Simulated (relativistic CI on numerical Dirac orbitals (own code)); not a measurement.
Rb XXVIII: what numerical and physical settings do to a radial Dirac CI calculation

Reference input:

```
atom Rb  Z=37  charge=27  electrons=10
nucleus A=85  rms_radius_fm=4.2036
hamiltonian dirac-coulomb  breit=on  qed=on  c_scale=1
orbitals kli  potential=per-configuration
slater_scale 1
correlation none
mixing on
grid step=0.0125 r_max=4.2
scf mixing=0.4 start=green max_iterations=150 tolerance=2e-08 node_fill=0.05
configurations
  [He] 2s2 2p6
end
```

Computed lowest total energy -2465.53184 Ha, 9 SCF steps. Runs with settings changed; * marks those that are bad on purpose (the QED terms keep the true α when c is scaled):

| Changed | Outcome | Lowest level | ΔE (Ha) | First excitation (cm⁻¹) | SCF steps | Message |
| --- | --- | --- | --- | --- | --- | --- |
| nuclear radius 5.4647 fm, speed of light × 2, node fill of the KLI weights 0.01 | converged | 2p⁶ ¹S0 | 28.2 |  | 9 |  |
| SCF tolerance 1e-10, QED terms off, start potential previous | converged | 2p⁶ ¹S0 | -1.03 |  | 10 |  |
| Breit term off | converged | 2p⁶ ¹S0 | -1.38 |  | 9 |  |
| SCF mixing 0.2, Breit term off, Slater scale 0.6 | converged | 2p⁶ ¹S0 | -1.38 |  | 9 |  |
| Slater scale 5 * | converged | 2p⁶ ¹S0 | 0 |  | 9 |  |
| end of the grid at 0.34 bohr * | not converged |  |  |  | 9 | orbital 1s not found |
